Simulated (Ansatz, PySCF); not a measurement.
CH7NOSi2, SMILES C1N[SiH2]O[SiH2]1. Atoms are numbered in the order given.

```xyz
12

C      1.2789    -0.8775    -0.1787
N      1.3026     0.5386     0.2108
Si    -0.2001     1.2978     0.6393
O     -1.2682     0.1764    -0.0114
Si    -0.5428    -1.1834    -0.6833
H      1.9557    -1.0658    -1.0325
H      1.5923    -1.5605     0.6372
H      2.2208     0.9258     0.4111
H     -0.3475     2.6428     0.0219
H     -0.4826     1.4322     2.0968
H     -0.7301    -1.2038    -2.1585
H     -1.1129    -2.4277    -0.1049
```

Geometry optimised at TPSSh-D3(BJ)/def2-SVP. The structure was generated by enumeration, and PubChem lists no compound with its InChIKey, so it may never have been made. One conformer was computed; it need not be the lowest.

Two levels are set side by side: PBE-D3(BJ)/def2-SVP (Ansatz, a quantum-chemistry and plane-wave program) and TPSSh-D3(BJ)/def2-SVP (PySCF). Each level has its own optimised geometry; the coordinates shown are those of the second. Frequencies come from the Hessian of PySCF at each geometry. Differences are taken from unrounded values.

```
quantity                            TPSSh-D3(BJ)  PBE-D3(BJ)  PBE-D3(BJ) minus TPSSh-D3(BJ)
----------------------------------  ------------  ----------  -----------------------------
mean bond length (Å)                       1.472       1.483                          0.011
bond C1–N2 (Å)                             1.469       1.465                         -0.004
bond C1–Si5 (Å)                            1.915       1.922                          0.007
bond N2–Si3 (Å)                            1.737       1.747                          0.010
bond Si3–O4 (Å)                            1.680       1.691                          0.011
bond O4–Si5 (Å)                            1.681       1.694                          0.013
bond C1–H6 (Å)                             1.106       1.114                          0.008
bond C1–H7 (Å)                             1.109       1.118                          0.009
bond N2–H8 (Å)                             1.016       1.022                          0.005
bond Si3–H9 (Å)                            1.487       1.504                          0.017
bond Si3–H10 (Å)                           1.491       1.509                          0.018
bond Si5–H11 (Å)                           1.487       1.504                          0.017
bond Si5–H12 (Å)                           1.486       1.503                          0.017
highest harmonic wavenumber (cm⁻¹)          3580        3525                            -55
mean harmonic wavenumber (cm⁻¹)             1224        1181                            -42
zero-point energy (kcal/mol)               52.48       50.67                          -1.81
```

Exact exchange shortens and stiffens bonds; PBE has none. Differences between two approximate levels are no errors against the true value.
